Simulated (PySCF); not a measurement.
Computed shifts of a molecule C₂H₉ClOSi₂, PySCF with PBE/pcSseg-1, GIAO, gas phase, atoms alike by connectivity averaged where their shifts nearly agree, in ppm (number of nuclei): ¹³C: 71.7 (1), 22.7 (1). ²⁹Si: -24.7 (1), -25.6 (1). ¹H: 5.61 (2), 5.54 (2), 4.08 (2), 1.55 (3). References: ¹³C against TMS (σ = 182.0 ppm); ¹⁷O against H2O (σ = 334.3 ppm); ²⁹Si against TMS (σ = 335.4 ppm); ³⁵Cl against HCl (σ = 936.5 ppm); ¹H against TMS (σ = 31.49 ppm), references at their B3LYP-D3(BJ)/def2-TZVP geometries, non-relativistic (without spin–orbit terms, shifts of atoms bonded to Cl or Br come out too high). Geometry: B3LYP-D3(BJ)/def2-SVP. Other conformers were not sampled.

**Question.** Which molecule gave these data?
(A) C[C@H](O[SiH3])[SiH2]Cl
(B) COC[SiH2][SiH2]Cl
(C) C[C@@H](O)[Si@H]([SiH3])Cl
(D) CCO[SiH2][SiH2]Cl

**Answer.** D, CCO[SiH2][SiH2]Cl
